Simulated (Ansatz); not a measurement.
Start from `[SH][Hf]([SH])([SH])[Cl]` and change one atom or group to get `[F][Hf]([SH])([SH])[SH]`.

Ansatz, PBE0-D4/def2-TZVP geometries, multiplicity 1. Each molecule was computed in one conformer, which needn't be the lowest.

Elements past krypton have def2 core potentials.

```json
{"property": "HOMO energy (B3LYP/def2-TZVPP) / eV", "`[SH][Hf]([SH])([SH])[Cl]`": "-7.72"}
{"property": "LUMO energy (B3LYP/def2-TZVPP) / eV", "`[SH][Hf]([SH])([SH])[Cl]`": "-2.22"}
{"property": "HOMO–LUMO gap (PBE0/def2-TZVPP) / eV", "`[SH][Hf]([SH])([SH])[Cl]`": "5.94"}
{"property": "HOMO–LUMO gap (PBE/def2-TZVPP) / eV", "`[SH][Hf]([SH])([SH])[Cl]`": "3.95"}
{"property": "zero-point energy (PBE0-D4/def2-TZVP) / kJ/mol", "`[SH][Hf]([SH])([SH])[Cl]`": "71.4"}
{"property": "HOMO–LUMO gap (B3LYP/def2-TZVPP) / eV", "`[SH][Hf]([SH])([SH])[Cl]`": "5.49"}
```

Q: Give the same properties after the change, and the shifts. (Estimate.)

A: Computed: 
```
                                      property  `[F][Hf]([SH])([SH])[SH]`  shift
           HOMO energy (B3LYP/def2-TZVPP) / eV                      -7.60   0.12
           LUMO energy (B3LYP/def2-TZVPP) / eV                      -1.95   0.27
          HOMO–LUMO gap (PBE0/def2-TZVPP) / eV                       6.09   0.15
           HOMO–LUMO gap (PBE/def2-TZVPP) / eV                       4.10   0.15
zero-point energy (PBE0-D4/def2-TZVP) / kJ/mol                       74.0    2.6
         HOMO–LUMO gap (B3LYP/def2-TZVPP) / eV                       5.65   0.16
```

With PBE0 the HOMO rises by 0.13 eV and the LUMO rises by 0.28 eV, so the gap widens by about 0.15 eV. PBE moves the HOMO by 0.12 eV and ωB97M-V by 0.14 eV.

B3LYP here is the variant with VWN-RPA as its local correlation; programs differ in this.
